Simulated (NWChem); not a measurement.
System: CuH₃O₂; SMILES [OH][Cu]<-[OH2]

Input file for NWChem:

```
start job
memory heap 200 mb stack 900 mb global 1100 mb
geometry units angstroms noautoz
  Cu    -0.002812    -0.136704     0.000792
  O     -0.078950    -1.857953     0.011031
  H      0.797359    -2.260881    -0.095876
  O     -0.038346     1.727347     0.004135
  H     -0.386481     2.098473     0.834930
  H     -0.577749     2.097640    -0.717708
end
basis spherical
  Cu library def2-svp
  O library def2-svp
  H library def2-svp
end
dft
  xc mpw1k
  iterations 150
  mulliken
end
task dft energy
```

Output (shortened):

```
             Northwest Computational Chemistry Package (NWChem) 7.3.0
             --------------------------------------------------------

 C1  symmetry detected

                             Geometry "geometry" -> ""
                             -------------------------

 Output coordinates in angstroms (scale by  1.889725989 to convert to a.u.)

  No.       Tag          Charge          X              Y              Z
 ---- ---------------- ---------- -------------- -------------- --------------
    1 Cu                  29.0000     0.00014530     0.07316451     0.02034424
    2 O                    8.0000    -0.00076734     1.79210904    -0.09725181
    3 H                    1.0000     0.00624695     2.21585137     0.77572630
    4 O                    8.0000     0.00018765    -1.79120867     0.02886569
    5 H                    1.0000     0.77925624    -2.17240594    -0.41486123
    6 H                    1.0000    -0.78507928    -2.17241932    -0.40375898

 Effective nuclear repulsion energy (a.u.)     182.7544079947

                                 NWChem DFT Module
                                 -----------------

 Summary of "ao basis" -> "ao basis" (spherical)
 ------------------------------------------------------------------------------
       Tag                 Description            Shells   Functions and Types
 ---------------- ------------------------------  ------  ---------------------
 Cu                         def2-svp                11       31   5s3p2d1f
 O                          def2-svp                 6       14   3s2p1d
 H                          def2-svp                 3        5   2s1p

            General Information
            -------------------
          SCF calculation type: DFT
          Wavefunction type:  closed shell.
          No. of atoms     :     6
          No. of electrons :    48
           Alpha electrons :    24
            Beta electrons :    24
          Charge           :     0
          Spin multiplicity:     1
          Use of symmetry is: off; symmetry adaption is: off
          Maximum number of iterations: 150
          AO basis - number of functions:    74
                     number of shells:    32
          Convergence on energy requested:  1.00D-06
          Convergence on density requested:  1.00D-05
          Convergence on gradient requested:  5.00D-04

              XC Information
              --------------
                        MPW1K Method XC Functional
                     Hartree-Fock (Exact) Exchange  0.428
                        mPW91  Exchange Functional  0.572
                Perdew 1991 Correlation Functional  1.000 non-local
            Perdew 1991 LDA Correlation Functional  1.000 local

             Grid Information
             ----------------
          Grid used for XC integration:  medium
          Radial quadrature: Mura-Knowles
          Angular quadrature: Lebedev.
          Tag              B.-S. Rad. Rad. Pts. Rad. Cut. Ang. Pts.
          ---              ---------- --------- --------- ---------
          Cu                  1.35      112           8.0       590
          O                   0.60       49          11.0       434
          H                   0.35       45          12.0       434
          Grid pruning is: on
          Number of quadrature shells:   345
          Spatial weights used:  Erf1

      Superposition of Atomic Density Guess
      -------------------------------------

 Sum of atomic energies:       -1789.56537073

      Non-variational initial energy
      ------------------------------

 Total energy =   -1789.884986
 1-e energy   =   -2853.220210
 2-e energy   =     880.580816
 HOMO         =      -0.462836
 LUMO         =      -0.096712

     ---------------------------------------------
      Total Density - Mulliken Population Analysis
     ---------------------------------------------

    Atom       Charge   Shell Charges
 -----------   ------   -------------------------------------------------------
    1 Cu  29    28.63   2.00  2.00  2.00  0.52 -0.02  6.00  6.01  0.15  8.39  1.57  0.00
    2 O    8     8.99   1.99  1.10  0.69  3.12  2.08  0.00
    3 H    1     0.65   0.52  0.07  0.06
    4 O    8     8.46   1.99  1.06  0.58  2.96  1.86  0.00
    5 H    1     0.63   0.51  0.07  0.06
    6 H    1     0.63   0.51  0.07  0.06

   convergence    iter        energy       DeltaE   RMS-Dens  Diis-err
 ---------------- ----- ----------------- --------- --------- ---------
 d= 0,ls=0.0,diis     1  -1792.2129756858 -1.97D+03  7.58D-02  2.25D+00
 d= 0,ls=0.5,diis     2  -1788.7284441222  3.48D+00  1.66D-02  3.93D+01
 d= 0,ls=0.5,diis     3  -1790.6412891457 -1.91D+00  1.48D-02  1.31D+01
 d= 0,ls=0.5,diis     4  -1791.3585442178 -7.17D-01  1.37D-02  4.98D+00
 d= 0,ls=0.5,diis     5  -1791.7000597685 -3.42D-01  1.18D-02  1.69D+00
 d= 0,ls=0.5,diis     6  -1791.8442924265 -1.44D-01  1.19D-02  7.59D-01
 d= 0,ls=0.5,diis     7  -1791.9363946758 -9.21D-02  9.32D-03  2.81D-01
 d= 0,ls=0.5,diis     8  -1791.9971956942 -6.08D-02  8.62D-03  1.12D-01
 d= 0,ls=0.5,diis     9  -1792.0664188932 -6.92D-02  9.22D-03  8.40D-02
 d= 0,ls=0.5,diis    10  -1792.1566803695 -9.03D-02  8.74D-03  1.53D-01
 d= 0,ls=0.5,diis    11  -1792.2212825027 -6.46D-02  7.11D-03  4.49D-01
  Resetting Diis
 d= 0,ls=0.5,diis    12  -1792.2494743186 -2.82D-02  5.27D-03  8.61D-01
 d= 0,ls=0.5,diis    13  -1792.2306034723  1.89D-02  1.22D-02  1.49D+00
 d= 0,ls=0.5,diis    14  -1792.2850820740 -5.45D-02  5.30D-03  1.40D+00
 d= 0,ls=0.5,diis    15  -1792.3814868569 -9.64D-02  3.09D-03  1.28D-01
 d= 0,ls=0.5,diis    16  -1792.4031152572 -2.16D-02  3.02D-03  2.55D-02
 d= 0,ls=0.5,diis    17  -1792.4164273008 -1.33D-02  2.77D-03  1.15D-02
 d= 0,ls=0.5,diis    18  -1792.4253896389 -8.96D-03  2.06D-03  7.26D-03
 d= 0,ls=0.5,diis    19  -1792.4303200750 -4.93D-03  1.59D-03  3.86D-03
 d= 0,ls=0.5,diis    20  -1792.4330463699 -2.73D-03  1.22D-03  1.93D-03
 d= 0,ls=0.5,diis    21  -1792.4344912102 -1.44D-03  9.13D-04  1.01D-03
 d= 0,ls=0.5,diis    22  -1792.4352249996 -7.34D-04  6.32D-04  5.27D-04
 d= 0,ls=0.5,diis    23  -1792.4355618810 -3.37D-04  4.25D-04  2.20D-04
 d= 0,ls=0.5,diis    24  -1792.4357112217 -1.49D-04  3.09D-04  1.17D-04
 d= 0,ls=0.5,diis    25  -1792.4357860190 -7.48D-05  2.30D-04  5.08D-05
 d= 0,ls=0.5,diis    26  -1792.4358241072 -3.81D-05  1.57D-04  2.39D-05
 d= 0,ls=0.5,diis    27  -1792.4358417123 -1.76D-05  1.08D-04  1.10D-05
 d= 0,ls=0.5,diis    28  -1792.4358499739 -8.26D-06  7.24D-05  5.07D-06
 d= 0,ls=0.5,diis    29  -1792.4358537851 -3.81D-06  4.94D-05  2.41D-06
 d= 0,ls=0.5,diis    30  -1792.4358555848 -1.80D-06  3.35D-05  1.12D-06
 d= 0,ls=0.5,diis    31  -1792.4358564226 -8.38D-07  2.27D-05  5.22D-07
 d= 0,ls=0.5,diis    32  -1792.4358568131 -3.91D-07  1.55D-05  2.43D-07
 d= 0,ls=0.5,diis    33  -1792.4358569944 -1.81D-07  1.05D-05  1.13D-07
 d= 0,ls=0.5,diis    34  -1792.4358570787 -8.42D-08  7.15D-06  5.25D-08

         Total DFT energy =    -1792.435857117894
      One electron energy =    -2862.618284458258
           Coulomb energy =      973.037089683423
    Exchange-Corr. energy =      -85.609070337769
 Nuclear repulsion energy =      182.754407994711

 Numeric. integr. density =       47.999998268962

                       DFT Final Molecular Orbital Analysis
                       ------------------------------------

 Vector   22  Occ=2.000000D+00  E=-2.910257D-01
              MO Center= -5.3D-04,  5.6D-01, -6.3D-02, r^2= 1.3D+00
   Bfn.  Coefficient  Atom+Function         Bfn.  Coefficient  Atom+Function
  ----- ------------  ---------------      ----- ------------  ---------------
    16      0.630543  1 Cu d -1              19      0.302428  1 Cu d  2
    37     -0.283900  2 O  pz                21      0.218937  1 Cu d -1
    40     -0.178285  2 O  pz                34      0.174822  2 O  s
    46     -0.161025  3 H  s                 17      0.136376  1 Cu d  0
     4      0.124821  1 Cu s                 24      0.114900  1 Cu d  2

 Vector   23  Occ=2.000000D+00  E=-2.380084D-01
              MO Center= -3.0D-04,  1.3D+00, -5.3D-02, r^2= 1.2D+00
   Bfn.  Coefficient  Atom+Function         Bfn.  Coefficient  Atom+Function
  ----- ------------  ---------------      ----- ------------  ---------------
    35      0.545057  2 O  px                38      0.440143  2 O  px
    15     -0.429403  1 Cu d -2              12      0.144609  1 Cu px
    20     -0.141055  1 Cu d -2               9     -0.065034  1 Cu px
    65     -0.036531  5 H  s                 70      0.036439  6 H  s
    18     -0.028180  1 Cu d  1              48      0.027888  3 H  px

 Vector   24  Occ=2.000000D+00  E=-2.368714D-01
              MO Center=  1.3D-04,  6.8D-01,  3.6D-02, r^2= 1.7D+00
   Bfn.  Coefficient  Atom+Function         Bfn.  Coefficient  Atom+Function
  ----- ------------  ---------------      ----- ------------  ---------------
     4      0.544545  1 Cu s                 19      0.451924  1 Cu d  2
    36     -0.310149  2 O  py                17      0.265368  1 Cu d  0
    39     -0.261089  2 O  py                 3     -0.242106  1 Cu s
    37      0.171706  2 O  pz                24      0.169454  1 Cu d  2
    40      0.155786  2 O  pz                16     -0.103035  1 Cu d -1

 Vector   25  Occ=0.000000D+00  E=-4.394824D-03
              MO Center= -2.2D-03, -1.3D+00, -3.2D-01, r^2= 6.4D+00
   Bfn.  Coefficient  Atom+Function         Bfn.  Coefficient  Atom+Function
  ----- ------------  ---------------      ----- ------------  ---------------
     5      0.903702  1 Cu s                 53     -0.655840  4 O  s
    66      0.451641  5 H  s                 71      0.451622  6 H  s
     4     -0.398159  1 Cu s                 19     -0.205250  1 Cu d  2
    52     -0.193098  4 O  s                 59      0.143467  4 O  pz
    56      0.119442  4 O  pz                17     -0.109023  1 Cu d  0

[...]
```

Level: MPW1K/def2-SVP. Structure relaxed at the B3LYP/6-31G* (spherical d) level.
